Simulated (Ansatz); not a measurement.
```xyz
4

F     1.414    0.201   -0.708
Si    0.269   -0.373    0.248
I    -1.850   -0.395   -0.943
H     0.167    0.566    1.403
```

Charge 0, multiplicity 2. I takes the def2 core potential.

(1) List the B3LYP/def2-TZVPP orbital energies in eV (Ansatz). (Estimate.)

Results:

(1) Ansatz gave: α occupied: -1801.13, -672.00, -186.58, -145.45, -132.74, -132.55, -132.53, -100.84, -100.78, -100.72, -52.43, -52.36, -52.35, -52.18, -52.18, -32.94, -19.59, -15.42, -12.96, -12.72, -12.30, -9.76, -8.22, -7.93, -6.40. α empty: -0.76, -0.46, 1.05, 2.78, 3.40, 3.63, 3.92, 4.06. β occupied: -1801.03, -671.94, -186.56, -145.34, -132.71, -132.53, -132.52, -100.72, -100.67, -100.57, -52.40, -52.33, -52.33, -52.17, -52.17, -32.81, -19.45, -15.13, -12.76, -12.53, -11.97, -9.46, -7.96, -7.87. β empty: -3.51, -0.50, -0.17, 1.45, 2.95, 3.55, 3.76, 3.99. ⟨S²⟩ = 0.753.

B3LYP here is the variant with VWN-RPA as its local correlation; programs differ in this.
